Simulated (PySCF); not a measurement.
Species: C4H8FSi3 (doublet state).
Atom-mapped SMILES: `[F:1][C@:2]1([C:3]#[C:4][SiH3:5])[CH:6][SiH2:7][SiH2:8]1` (hydrogens: H9, H10, H11 on Si5; H12 on C6; H13, H14 on Si7; H15, H16 on Si8)

Computed with UKS B3LYP, pcH-1 on C F H Si, non-relativistic, mean-field spin-orbit, GIAO (PySCF 2.14.0). Geometry: GFN2-xTB, one conformer, isolated molecule. Couplings are sensitive to structure, and on GFN2-xTB geometries they can be far from those on DFT ones. Stability of the SCF solution: not tested.

(1) What is the g tensor, term by term?

(2) At 9.679 GHz, how far is the centre of the isotropic spectrum from where a free electron (g = 2.002319) resonates?

(3) What effective moment and Curie constant follow for a powder?

(4) How much does each term add to the isotropic shift?

(5) In a frozen sample, at which fields do the three g values resonate at 9.5, 34, 94 and 263 GHz (hyperfine left aside), and which band first spreads them over more than twice a line width of 1.0 mT?

## Answers

(1) 
```tsv
Δg (ppm)	1	2	3
relativistic mass correction	-154	-154	-154
gauge correction	0	62	41
orbital Zeeman/spin–orbit	-971	-85	482
total	-1125	-177	369
```

So g = 2.00119, 2.00214, 2.00269 and g_iso = 2.00201; the tensor is rhombic: the two nearest values differ by 37 % of g3 − g1. Axes: g2 points within 14° of the C6–Si7 bond.

(2) B = hν/(g μB) with μB/h = 13.99624 MHz/mT gives 345.37 mT for the free electron and 345.42 mT at g_iso, 0.05 mT higher.

(3) With the mean of g² = 4.0080 and S(S+1) = 0.75: μ_eff = √(⟨g²⟩S(S+1)) = 1.734 μB and χT = 0.12505·⟨g²⟩·S(S+1) = 0.376 cm³ K/mol (cgs; spin-Hamiltonian part alone).

(4) The orbital-Zeeman/spin–orbit term -191, the mass correction -154 and the gauge correction 34 ppm, for a total of -311 ppm. The orbital-Zeeman/spin–orbit term is the largest in size. The mass correction is the same along every axis, so the anisotropy comes from the other two: their spans along these axes are 62 (gauge) and 1452 ppm (orbital Zeeman/spin–orbit).

(5) 
```tsv
band	GHz	B(g3) mT	B(g2) mT	B(g1) mT	spread mT
X	9.5	338.92	339.01	339.17	0.25
Q	34.0	1212.98	1213.31	1213.89	0.91
W	94.0	3353.54	3354.45	3356.04	2.50
J	263.0	9382.77	9385.32	9389.77	7.00
```

The spread grows in proportion to the frequency. W band is the first where it exceeds 2.0 mT.

The largest Mulliken spin population is on C6 (+0.89). The angles at C6 add up to 354.8°, so it is nearly planar; its axial dipolar tensor and the negative coupling of its proton fit spin in a p orbital normal to that plane.

The HOMO–LUMO gaps are 5.32 eV among the α and 3.65 eV among the β orbitals.

Time: 2.2 min wall (with the writing of density and orbital grids); peak memory 1.1 GiB. Hardware: an Arm Neoverse V2 with one thread, shared host with 96 logical CPUs at a one-minute load of 43.
